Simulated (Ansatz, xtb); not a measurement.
**Relative energy of two isomers of C4H4BF3**

Structure X is `C=C/C(F)=C/B(F)F`, a singlet and structure Y is `C=C(/C=C/F)B(F)F`, a singlet. Both are isolated molecules in the gas phase, relaxed with B3LYP/def2-SVP; the shapes shown needn't be the lowest conformers.

X (Å):

```xyz
12

C     3.2826    0.5750    0.3672
C     2.0288    0.5590    0.8452
C     0.9100    1.2447    0.2084
C    -0.3682    1.2590    0.6474
B    -1.5494    1.9839   -0.0266
F     1.2440    1.9019   -0.9088
F    -1.4390    2.6912   -1.1402
F    -2.7617    1.9165    0.5133
H     3.5326    1.1178   -0.5474
H     4.0882    0.0451    0.8803
H     1.7850    0.0138    1.7612
H    -0.5549    0.6974    1.5667
```

Y (Å):

```yaml
atoms:
  - { symbol: C, position_ang: [-0.9153, -1.1097, 0.8394] }
  - { symbol: C, position_ang: [-0.5459, -1.0703, -0.4634] }
  - { symbol: C, position_ang: [0.4988, -0.1390, -0.9058] }
  - { symbol: C, position_ang: [0.9590, 0.0052, -2.1556] }
  - { symbol: B, position_ang: [-1.2837, -2.0517, -1.4271] }
  - { symbol: F, position_ang: [1.9180, 0.8922, -2.4371] }
  - { symbol: F, position_ang: [-1.0209, -2.1214, -2.7274] }
  - { symbol: F, position_ang: [-2.2216, -2.8733, -0.9810] }
  - { symbol: H, position_ang: [-1.6903, -1.7950, 1.1902] }
  - { symbol: H, position_ang: [-0.4537, -0.4588, 1.5900] }
  - { symbol: H, position_ang: [0.9512, 0.5054, -0.1433] }
  - { symbol: H, position_ang: [0.6262, -0.5496, -3.0351] }
```

Quicker runs give these differences E(Y) − E(X): GFN2-xTB +3.3 kcal/mol; HF/STO-3G +5.1 kcal/mol (at GFN2-xTB geometries); r2SCAN-D4/def2-SVP +7.8 kcal/mol (at GFN2-xTB geometries).

Problem. Estimate E(Y) − E(X) at the level CCSD(T)/def2-SVP + ΔMP2/def2-TZVPP.

Solution. Calculated at CCSD(T)/def2-SVP + ΔMP2/def2-TZVPP: E(Y) − E(X) = +5.3 kcal/mol, so structure X lies lower.

The same difference at several levels:

```csv
level,geometry,E(Y) − E(X) (kcal/mol),departure from the last row (kcal/mol),"job, with rough time for the two"
GFN2-xTB,GFN2-xTB,+3.3,−2.0,"optimisation, 0.13 s"
HF/STO-3G,GFN2-xTB,+5.1,−0.2,"single point, 0.24 s"
r2SCAN-D4/def2-SVP,GFN2-xTB,+7.8,+2.5,"single point, 2.9 s"
B3LYP/def2-SVP,B3LYP/def2-SVP,+7.2,+1.8,"optimisation, 20 s"
HF/def2-SVP,B3LYP/def2-SVP,+7.1,+1.8,part of the CCSD(T) run
MP2/def2-SVP,B3LYP/def2-SVP,+6.3,+1.0,part of the CCSD(T) run
CCSD(T)/def2-SVP,B3LYP/def2-SVP,+5.8,+0.5,single point
CCSD(T)/def2-SVP + ΔMP2/def2-TZVPP,B3LYP/def2-SVP,+5.3,,"single point, 62 s"
```

As drawn, both hold the same kinds of bond in the same numbers.

None of the levels shown reverses the order. The largest departure from CCSD(T)/def2-SVP + ΔMP2/def2-TZVPP is that of r2SCAN-D4/def2-SVP, 2.5 kcal/mol. The last row adds to CCSD(T) the change of the MP2 difference between the two basis sets, here −0.5 kcal/mol.

With thermal terms from frequencies at re-optimised GFN2-xTB minima (ideal gas, soft modes damped towards free rotors, one conformer each, 298.15 K, 1 atm): the zero-point term adds 0.0 kcal/mol; ΔH is +5.3 and ΔG +5.4 kcal/mol.

The correlated steps freeze 8 core orbitals. Run with Ansatz 0.2.0, xtb 6.7.1; the last row on 4 threads of Arm Neoverse V2 on a shared host.
